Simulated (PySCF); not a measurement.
# Telling isomers of C6H3F3 apart by NMR

Fast rotation and ring inversion assumed for equivalent nuclei, relativity neglected, isolated molecule, one computed conformer. PBE0/pcSseg-1 with gauge-including orbitals; PBE0-D3(BJ)/def2-SVP structure; B3LYP/pcJ-1 coupling constants (spin–dipole term left out of most H,H and C,H couplings); PySCF 2.14.0 with density-fitted response routines.

Chemical shifts δ = σref − σ; ¹H (σ = 31.27 ppm) and ¹³C (σ = 184.41 ppm) against TMS, all at this level. Multiplet labels drop J under 1 Hz and among equivalent protons, and merge close values. Unscaled 3J(H,H) run several per cent high. One-bond C–F couplings are unscaled and too large by tens of Hz. Shifts are as computed. Against solution values, carbons near 30 ppm lie about +2 ppm off and those near 130 ppm about +5 ppm. Of 1211 compounds with measured shifts, 218 miss one by over three times the rms of a fit or turn the order of signals round; such compounds aren't used in these exercises.

(1) Tabulate the signals of `Fc1ccc(F)c(F)c1`, `Fc1cc(F)cc(F)c1` and their relative energies.

(2) What is the quickest way to tell Fc1ccc(F)c(F)c1 from Fc1cc(F)cc(F)c1?

Answers

(1) 
| SMILES | carbon types | δC | δH | E rel. (kcal/mol) |
| --- | --- | --- | --- | --- |
| Fc1ccc(F)c(F)c1 | 3×C 3×CH | 165.3, 158.4, 154.3, 123.0, 115.3, 110.6 | 7.20 (m, 1H), 6.96 (m, 1H), 6.88 (m, 1H) | 4.6 |
| Fc1cc(F)cc(F)c1 | 3×C 3×CH | 171.6, 104.1 | 6.65 (td, 3H) | 0.0 |

Energies are electronic energies at PBE0/pcSseg-1 on these geometries, without zero-point or thermal terms, each for the one conformer computed, which needn't be the lowest.

(2) Count the carbon signals: 6 against 2. The first has an aromatic CH at 123.0 ppm, the second an aromatic CH at 104.1 ppm. Their most deshielded carbons lie at 165.3 and 171.6 ppm. In the proton spectra the most deshielded non-exchanging signals are 7.20 (m, 1H) and 6.65 (td, J = 9.6, 1.8 Hz, 3H).
